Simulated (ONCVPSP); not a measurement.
**Before and after: ONCV potential for Ru**

ruthenium, optimised norm-conserving Vanderbilt (ONCV), made with ONCVPSP 4.0.1 (PBE, scalar-relativistic). Core [Ar] 3d10, reference 4s2 4p6 4d7 5s1. Waves: 4s+5s: rc 1.95 bohr, ncon 4, nbas 8, qcut 5.4 1/bohr, 2 projectors; 4p: rc 1.40 bohr, ncon 3, nbas 8, qcut 10.9 1/bohr, 2 projectors, debl 1.9 Ha; 4d: rc 1.50 bohr, ncon 3, nbas 7, qcut 7 1/bohr, 2 projectors, debl 2.8 Ha. Local part: polynomial inside 1.30 bohr (lpopt 5, dvloc0 1 Ha). Core correction: Teter function, fcfact 2.75, rcfact 1.35.

Change: s: qcut 4.4; p: qcut 8.8; d: qcut 5.6.

Cutoffs: the cutoffs (Ha) at which the residual kinetic energy of the hardest occupied pseudo-wave falls to 1 and 0.1 mHa per electron; they do not see the model core or the augmentation charge, which bear on the density cutoff. Errors are all-electron minus pseudo energies relative to the spin-unpolarised reference configuration.

Task: Predict the effect on cutoff, ghosts and configuration errors.

Result: The potential gets harder (36 Ha and 43 Ha → 66 Ha and 109 Ha); of the 4 tests that both files solve, the error grows in 1 and shrinks in 1 by more than 15 % and 0.3 meV (median size 4.3 → 3.5 meV); the range in which the d phases agree narrows (upper end 4.8 → 2.4); neither file shows a bound ghost.

```tsv
quantity	base	changed
cutoff, loose	36 Ha	66 Ha
cutoff, tight	43 Ha	109 Ha
loose cutoff by channel	s 7.1 Ha, p 36 Ha, d 22 Ha	s 7.2 Ha, p 26 Ha, d 66 Ha
bound ghosts	none	none
GHOST(+) flags under 300 eV	none	d at 65.8 eV
error for 4s2 4p6 4d7 5s0, meV [ΔE 7.29 eV]	-3.3	-3.2
error for 4s2 4p6 4d6 5s0, meV [ΔE 25.48 eV]	-5.4	-7.6
error for 4s2 4p6 4d5 5s0, meV [ΔE 56.10 eV]	-6.0	-3.9
error for 4s2 4p6 4d7 5s0.5, meV [ΔE 2.86 eV]	-0.9	-0.9
s: phases at 1.98 bohr within 0.05 rad from the reference energy up to (Ha; the scan ends near 5)	3.9	3.6
p: phases at 1.42 bohr within 0.05 rad from the reference energy up to (Ha; the scan ends near 5)	to the end of the scan	to the end of the scan
d: phases at 1.52 bohr within 0.05 rad from the reference energy up to (Ha; the scan ends near 5)	4.8	2.4
rms error of d²Exc/dni dnj with the model core, mHa	1.26	1.23
```
